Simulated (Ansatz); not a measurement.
Reaction (redistribution): 2 `[SiH3][GeH2][GeH2][GeH3]` → `[GeH3][GeH2][GeH2][GeH2][GeH2][GeH3]` + `[SiH3][SiH3]`

Computed with Ansatz on PBE0-D4/def2-TZVP structures; ΔE is electronic, products minus reactants. CBS: MP2 limit from def2 TZ/QZ plus the TZ coupled-cluster correction, frozen cores. DFT in def2-TZVPP. HSE06 is defined as in plane-wave codes. For Ge outer-core shells are correlated without core-valence functions, which leaves a few kJ/mol of doubt a bond. Scalar relativity is left out up to krypton. Each species was taken in one conformer, which may not be the lowest.

Task: Is it downhill or uphill in electronic energy at CCSD(T)/CBS, and by how much? (Estimate.)

Result: Computed: Downhill: ΔE = -1.4 kcal/mol.

Task: What do these levels give: BLYP-D4, HSE06-D4, ωB97M-V, PBE, BHLYP, CAM-B3LYP? (Best estimate.)

Result: The calculation gave: BLYP-D4 -1.9, HSE06-D4 -1.5, ωB97M-V -1.3, PBE 0.3, BHLYP 0.6, CAM-B3LYP 0.6 kcal/mol.

Largest T1 diagnostic among the species: 0.013.

Leaving LDA and LC-ωPBE aside and taking each functional with its dispersion term where it has one, the values, not all of them listed here, spread over 1.8 kcal/mol, from BHLYP-D4 to B2PLYP. LDA lies −1.8 kcal/mol from PBE without D4. From BLYP to BHLYP (50 % exact exchange), in def2-TZVPP and without D4, ΔE moves by −0.8 kcal/mol. In def2-TZVPP, CCSD(T) changes the Hartree–Fock value by −3.3 kcal/mol (the triples alone add −0.5 kcal/mol) and MP2 by −3.6 kcal/mol.
